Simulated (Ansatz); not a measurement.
(ClBe-mu-NH2)2 (Be₂N₂Cl₂H₄). Charge 0, multiplicity 1. Geometry PBE-D4/def2-SVP.

| atom | x (Å) | y (Å) | z (Å) |
| --- | --- | --- | --- |
| Be1 | -1.008 | 0.155 | 0.514 |
| Cl2 | -2.772 | 0.201 | 1.146 |
| N3 | 0.308 | -0.875 | 0.854 |
| Be4 | 0.947 | -0.238 | -0.593 |
| Cl5 | 2.312 | -0.823 | -1.735 |
| N6 | -0.209 | 1.008 | -0.728 |
| H7 | 0.144 | -1.889 | 0.926 |
| H8 | 0.839 | -0.635 | 1.706 |
| H9 | 0.130 | 1.946 | -0.463 |
| H10 | -0.690 | 1.149 | -1.627 |

LC-ωPBE has ω = 0.4 bohr⁻¹.

Q: Estimate the orbital energies around the gap (eV) in Ansatz with HF/STO-3G, revPBE-D4/def2-TZVP, r2SCAN-D4/def2-TZVP, CAM-B3LYP-D4/def2-TZVP, LC-ωPBE/def2-TZVP.

A: 
| orbital | HF/STO-3G | revPBE-D4/def2-TZVP | r2SCAN-D4/def2-TZVP | CAM-B3LYP-D4/def2-TZVP | LC-ωPBE/def2-TZVP |
| --- | --- | --- | --- | --- | --- |
| HOMO−13 | -25.92 | -19.16 | -20.13 | -23.38 | -25.05 |
| HOMO−12 | -25.89 | -19.15 | -20.12 | -23.36 | -25.03 |
| HOMO−11 | -17.71 | -12.69 | -13.19 | -16.01 | -17.61 |
| HOMO−10 | -17.30 | -12.35 | -12.85 | -15.68 | -17.26 |
| HOMO−9 | -16.99 | -12.18 | -12.65 | -15.35 | -16.87 |
| HOMO−8 | -13.49 | -9.31 | -9.75 | -12.49 | -14.08 |
| HOMO−7 | -13.42 | -9.30 | -9.73 | -12.41 | -13.83 |
| HOMO−6 | -12.79 | -8.70 | -9.13 | -11.68 | -13.24 |
| HOMO−5 | -11.59 | -8.50 | -8.92 | -11.62 | -13.10 |
| HOMO−4 | -10.64 | -7.61 | -8.02 | -10.54 | -11.96 |
| HOMO−3 | -10.01 | -7.22 | -7.64 | -10.04 | -11.52 |
| HOMO−2 | -9.99 | -7.22 | -7.63 | -10.03 | -11.50 |
| HOMO−1 | -9.90 | -7.04 | -7.45 | -9.90 | -11.38 |
| HOMO | -9.52 | -6.66 | -7.05 | -9.48 | -10.92 |
| LUMO | 5.76 | -1.37 | -0.83 | -0.15 | 0.84 |
| LUMO+1 | 7.88 | -1.09 | -0.80 | 0.63 | 1.78 |
| LUMO+2 | 10.10 | 0.09 | 0.49 | 1.28 | 2.09 |
| LUMO+3 | 12.11 | 0.11 | 0.81 | 1.60 | 2.88 |
| LUMO+4 | 12.49 | 0.62 | 1.24 | 2.06 | 3.19 |
| LUMO+5 | 14.46 | 0.95 | 1.75 | 2.46 | 3.66 |
